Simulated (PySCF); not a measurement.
## Mayer bond orders and bond lengths

Compound: C7H10S.
Numbering: `[CH3:1][CH:2]([CH3:3])[c:4]1[cH:5][cH:6][cH:7][s:8]1` (hydrogens: H9, H10, H11 on C1; H12 on C2; H13, H14, H15 on C3; H16 on C5; H17 on C6; H18 on C7)

Structure used (PBE0-D3(BJ)/def2-SVP), in Å, numbered top down from 1:
```xyz
18
C7H10S angstrom
C     -1.6059   -0.7484    1.1753
C     -1.0057   -0.2353   -0.1348
C     -1.7439    1.0061   -0.6380
C      0.4735    0.0005   -0.0166
C      1.4957   -0.6302   -0.6802
C      2.7881   -0.1542   -0.3141
C      2.7321    0.8366    0.6278
S      1.1094    1.1923    1.0700
H     -1.0954   -1.6605    1.5172
H     -1.5104    0.0064    1.9723
H     -2.6766   -0.9743    1.0537
H     -1.1146   -1.0283   -0.8940
H     -2.8157    0.7951   -0.7756
H     -1.3324    1.3529   -1.5970
H     -1.6551    1.8348    0.0828
H      1.3184   -1.4183   -1.4140
H      3.7219   -0.5315   -0.7329
H      3.5563    1.3801    1.0869
```

Bond orders from the PBE0/pcSseg-1 density (PySCF). The structure is a single PBE0-D3(BJ)/def2-SVP conformer in the gas phase; no vibrational or solvent corrections.

**Question.** How far do the computed orders between heavy atoms stray from the drawn ones?

**Answer.** The largest departure is 0.346, at S8–C4 (drawn aromatic, 1.154) and C7–S8 (drawn aromatic, 1.157), counting aromatic bonds as 1.5. The bonds drawn aromatic range from 1.15 to 1.59.

**Question.** Give the Mayer order of every bond, beside its length.

**Answer.** 
```tsv
bond	drawn as	length (Å)	Mayer order
C1–C2	single	1.530	1.029
C2–C3	single	1.529	1.030
C2–C4	single	1.502	0.965
C4–C5	aromatic	1.372	1.590
C5–C6	aromatic	1.425	1.262
C6–C7	aromatic	1.368	1.588
C7–S8	aromatic	1.719	1.157
S8–C4	aromatic	1.734	1.154
C1–H9	single	1.100	0.966
C1–H10	single	1.102	0.959
C1–H11	single	1.101	0.963
C2–H12	single	1.103	0.943
C3–H13	single	1.101	0.963
C3–H14	single	1.100	0.966
C3–H15	single	1.102	0.959
C5–H16	single	1.091	0.979
C6–H17	single	1.091	0.969
C7–H18	single	1.089	0.956
```

By pair of heavy elements: C–C: lowest C2–C4 (0.965, 1.502 Å), highest C4–C5 and C6–C7 (1.590, 1.372 Å); in 2 of the 15 pairs the longer bond (by over 0.003 Å) has the higher order (by 0.02 or more). C–S: all 2 within 0.02 of one another (1.154 to 1.157). Bonds named together lie within 0.004.

**Question.** Sum the orders of all bonds at each heavy atom with more than one neighbour and set the sums beside the valence in the SMILES.

**Answer.** C1 3.917 (drawn 4), C2 3.967 (drawn 4), C3 3.918 (drawn 4), C4 3.709 (drawn 4), C5 3.831 (drawn 4), C6 3.819 (drawn 4), C7 3.701 (drawn 4), S8 2.311 (drawn 2). Orders between atoms that aren't bonded are not in these sums.

The Mayer order sums products of elements of PS (density times overlap matrix) between the two atoms' basis functions, so it depends on the basis set.

The run behind these numbers computed NMR shieldings as well. On Arm Neoverse V2, one thread, shared host, this took 26 s.
